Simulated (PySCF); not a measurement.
# Computed records: B₃H₃N

Calculation on a computer-drawn molecule: the log of a Hartree-Fock and frozen-core CCSD(T) single point meant for a local Hartree-Fock minimum, with one planted fault or none, to be diagnosed. Offsets are logged minus clean, where the clean run is the same molecule without the fault. The reference is restricted for singlets and unrestricted otherwise, and also for a bond in bohr or an excited solution. Adding or removing an electron swaps singlet and doublet. The excited solution moves the top pair (singlet) or top alpha electron (doublet) to the lowest empty orbital. Highest occupied and lowest empty are orbital energies over both spins, largest force is the largest gradient component, triples share is (T) over the correlation energy, the T1 limit is 0.02 restricted and 0.045 unrestricted, electrons count all cores, a negative frequency is imaginary (commonest isotopes), and the dipole is about the centre of nuclear charge. Program: PySCF 2.14.0.

```json
{"formula": "B3H3N", "logged_structure": {"atoms_angstrom": [["B", -1.9508, 3.1647, -2.1865], ["B", -0.9772, 2.5819, -0.9875], ["N", -0.1875, 2.1277, -0.1325], ["B", 0.6919, 1.6198, 0.8337], ["H", -3.0392, 3.6202, -2.3075], ["H", 0.6846, 0.4462, 1.093], ["H", 1.4512, 2.3592, 1.4008]]}, "given": {"meant_charge": 0, "meant_multiplicity": 2, "meant_basis": "cc-pVDZ", "logged_electrons": 26, "logged_basis_functions": 71, "logged_SCF_converged": "yes", "logged_spin_squared": 0.0, "logged_highest_occupied [eV]": -0.85375, "logged_lowest_empty [eV]": 6.7465, "logged_largest_force [hartree/bohr]": 0.062726, "logged_T1_diagnostic": 0.032712, "logged_D1_diagnostic": 0.11647, "logged_triples_share": 0.041627, "logged_CC_converged": "yes", "logged_dipole_magnitude [debye]": 4.2697, "logged_SCF_stable_within_its_kind": "yes", "logged_energy_HF [hartree]": -130.199, "logged_energy_CCSD(T) [hartree]": -130.66611, "possible_faults": "no fault, one electron removed, one electron added, multiplicity raised by two, geometry at a saddle point, SCF held on an excited solution, minimal basis STO-3G, one bond length entered in bohr, all coordinates scaled", "drawn_bonds_atom": [1, 2, 3, 1, 4, 4], "drawn_bonds_other_atom": [2, 3, 4, 5, 6, 7], "drawn_bonds_order": [1, 2, 1, 1, 1, 1]}, "results": {"planted_fault": "one electron added", "HF_energy_offset_from_clean_run [kcal/mol]": 9.723, "CCSD(T)_energy_offset_from_clean_run [kcal/mol]": -17.64}, "notes": ["T1 above single-reference limit"]}
```
